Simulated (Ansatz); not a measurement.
Start from `F[SiH2][O][ZnH]` and change one atom or group to get `CBO[SiH2]F`.

Ansatz, PBE0-D4/def2-TZVP geometries, multiplicity 1. Each molecule was computed in one conformer, which needn't be the lowest.

Scalar relativity is left out up to krypton.

```json
{"property": "HOMO energy (PBE0/def2-TZVPP) / eV", "`F[SiH2][O][ZnH]`": "-8.40"}
{"property": "HOMO–LUMO gap (PBE/def2-TZVPP) / eV", "`F[SiH2][O][ZnH]`": "5.63"}
{"property": "LUMO energy (B3LYP/def2-TZVPP) / eV", "`F[SiH2][O][ZnH]`": "-0.79"}
{"property": "HOMO–LUMO gap (B3LYP/def2-TZVPP) / eV", "`F[SiH2][O][ZnH]`": "7.42"}
{"property": "HOMO–LUMO gap (ωB97M-V/def2-TZVPP) / eV", "`F[SiH2][O][ZnH]`": "11.54"}
{"property": "size of the dipole moment (ωB97M-V/def2-TZVPP) / D", "`F[SiH2][O][ZnH]`": "2.01"}
```

(1) Give the same properties after the change, and the shifts. (Estimate.)

Answers

(1) Computed: 
```tsv
property	`CBO[SiH2]F`	shift
HOMO energy (PBE0/def2-TZVPP) / eV	-8.55	-0.15
HOMO–LUMO gap (PBE/def2-TZVPP) / eV	5.75	0.12
LUMO energy (B3LYP/def2-TZVPP) / eV	-0.54	0.25
HOMO–LUMO gap (B3LYP/def2-TZVPP) / eV	7.82	0.40
HOMO–LUMO gap (ωB97M-V/def2-TZVPP) / eV	12.55	1.01
size of the dipole moment (ωB97M-V/def2-TZVPP) / D	1.25	-0.76
```

With PBE0 the HOMO falls by 0.15 eV and the LUMO rises by 0.18 eV, so the gap widens by about 0.33 eV. PBE moves the HOMO by -0.09 eV and ωB97M-V by -0.20 eV. Dipoles are sizes alone; their direction can turn.

B3LYP here is the variant with VWN-RPA as its local correlation; programs differ in this.
